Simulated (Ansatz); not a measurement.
System: CI (charge 0, doublet). 
Geometry from a B3LYP-D3(BJ)/def2-TZVP (Ansatz, a program for electronic structure) optimisation:
```
C
I 1 2.0388
```
Charge 0, spin multiplicity 2.

Property: atomisation energy (electronic, to ground-state atoms), in eV. Cores are frozen in the correlated levels unless marked. UHF or UKS for open shells. Spin-orbit coupling is left out. Frozen are the shells of the preceding noble gas and the d and f shells that filled before the atom's block. In def2 rows, elements after Kr have scalar-relativistic effective core potentials. The coupled-cluster limit lacks core correlation, which all-electron functionals hold. CBS marks a two-point X^-3 extrapolation of the correlation energy; Hartree-Fock from the larger set.

The UHF reference is spin-contaminated (<S^2> 0.18 over the pure value in the largest basis). The T1 diagnostic of CCSD in the largest basis is 0.062, which is high, so the coupled-cluster rows are less sure than usual.

| level | program | atomisation energy (eV) |
|---|---|---|
| BLYP-D3(BJ)/def2-TZVPD | Ansatz + dftd3 | [?] |
| revPBE-D3(BJ)/def2-TZVPD | Ansatz + dftd3 | [?] |
| CAM-B3LYP-D4/def2-TZVPD | Ansatz + dftd4 | 2.82 |
| B2PLYP-D3(BJ)/def2-TZVPD | Ansatz + dftd3 | 2.95 |
| CCSD/def2-SVP | Ansatz | 2.19 |
| CCSD/def2-QZVPPD | Ansatz | 2.59 |
| CCSD(T)/CBS(def2-TZVPPD,def2-QZVPPD) | Ansatz | [?] |

Question: What belongs in the gaps?

Answer: 
- BLYP-D3(BJ)/def2-TZVPD, atomisation energy (eV): 3.33
- revPBE-D3(BJ)/def2-TZVPD, atomisation energy (eV): 3.39
- CCSD(T)/CBS(def2-TZVPPD,def2-QZVPPD), atomisation energy (eV): 2.92
